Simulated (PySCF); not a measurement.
**Exercise with solution: dipole moment from atomic charges**

GeBr3, SMILES [Br][Ge]([Br])[Br], multiplicity 2. Atoms are numbered in the order given.

```xyz
4

Ge     0.0000     0.0000     0.6111
Br     1.8668    -1.0778    -0.1863
Br    -1.8668    -1.0778    -0.1863
Br     0.0000     2.1557    -0.1863
```
Charge 0, spin multiplicity 2.

Geometry optimised at ωB97X-D3(BJ)/def2-SVP.

Charges (e) from ωB97X/def2-TZVP (PySCF):

```tsv
atom	Mulliken	ESP fit
Ge1	0.590	0.219
Br2	-0.197	-0.074
Br3	-0.197	-0.074
Br4	-0.197	-0.072
```

The dipole moment of the full density is 0.87 D.

Problem. What dipole moment does each set of point charges give, and which comes closer to that of the density?

Solution. 
μ = Σ q r, and 1 e Å = 4.8032 D.
Mulliken: Σ q r = (0.000, 0.000, 0.471) e Å, |μ| = 2.26 D.
ESP fit: Σ q r = (0.000, 0.004, 0.175) e Å, |μ| = 0.84 D.
ESP fit comes closer in size. Point charges leave out the atoms' own dipoles (lone pairs, polarised bonds); fits to the potential absorb them, partitions of the density don't.
